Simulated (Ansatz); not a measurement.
Calculated with Ansatz (gas phase, PBE0-D4/def2-TZVP geometries, no zero-point term in ΔE). CCSD(T)/CBS is the MP2 limit (def2-TZVPP, def2-QZVPP) plus CCSD(T) − MP2 in def2-TZVPP, frozen cores. This one scheme is used for every species. Double bonds are as drawn, so ΔE can hold a change between cis and trans. Functionals use def2-TZVPP. B3LYP here is the variant with VWN-RPA as its local correlation; programs differ in this. def2 core potentials past Kr. For I outer-core shells are correlated without core-valence functions, which leaves a few kJ/mol of doubt a bond. Each species was taken in one conformer, which may not be the lowest.

Reaction (substitution at a C–I bond): `C/C=C/I` + `[AlH2][SH]` → `C/C=C\[S][AlH2]` + HI

`C/C=C/I`:

Cartesian coordinates in Å:
```
C 0.660 1.038 -0.105
C -0.452 0.078 0.147
C -0.337 -1.230 -0.014
I -1.885 -2.571 0.336
H 0.893 1.606 0.802
H 0.377 1.766 -0.870
H 1.568 0.529 -0.434
H -1.399 0.495 0.479
H 0.576 -1.711 -0.341
```

`[AlH2][SH]`:

Cartesian coordinates in Å:
```
Al 0.644 -0.097 0.008
S -1.459 -0.638 0.216
H 1.698 -1.238 0.292
H 1.014 1.382 -0.409
H -1.897 0.590 -0.109
```

`C/C=C\[S][AlH2]`:

Z-matrix (Å, degrees):
```
C
C 1 1.486
H 1 1.089 2 111.8
H 1 1.096 2 108.5 3 -119.6
H 1 1.092 2 111.6 3 122.8
C 2 1.353 1 127.2 3 9.3
H 2 1.089 1 116.5 3 -177.2
Al 6 2.254 2 92.7 1 -73.8
S 6 1.774 2 125.7 1 -11.6
H 6 1.087 2 117.9 1 172.7
H 8 1.580 6 119.5 2 26.2
H 8 1.581 6 104.3 2 -116.3
```

HI:

Cartesian coordinates in Å:
```
I -0.476 0.392 0.518
H 0.476 -0.392 -0.518
```

Is it downhill or uphill in electronic energy at CCSD(T)/CBS, and by how much? (Best estimate.)

Ansatz gave: Uphill: ΔE = +7.4 kJ/mol.

What do these levels give: PBE-D4, r2SCAN-D4, PBE0-D4, ωB97X-V, B2PLYP, PBE, B3LYP, SCS-MP2/def2-TZVPP, CCSD(T)/def2-TZVPP, MP2/def2-QZVPP, HF/CBS(def2), CCSD/CBS(def2)? (Estimate.)

The calculation gave: PBE-D4 -3.0, r2SCAN-D4 -3.4, PBE0-D4 -4.6, ωB97X-V 2.1, B2PLYP 13.2, PBE 3.6, B3LYP 19.1, SCS-MP2/def2-TZVPP 10.4, CCSD(T)/def2-TZVPP 6.8, MP2/def2-QZVPP 3.5, HF/CBS(def2) 27.4, CCSD/CBS(def2) 11.5 kJ/mol.

Largest T1 diagnostic among the species: 0.012.

The D4 term adds −10.5 kJ/mol with B3LYP and −5.7 kJ/mol with PBE0; it sums over pairs of atoms, weighted by their polarisabilities, and B3LYP, whose exchange is more repulsive, gets the larger term. In def2-TZVPP, CCSD(T) changes the Hartree–Fock value by −20.0 kJ/mol (the triples alone add −4.1 kJ/mol) and MP2 by −23.8 kJ/mol.
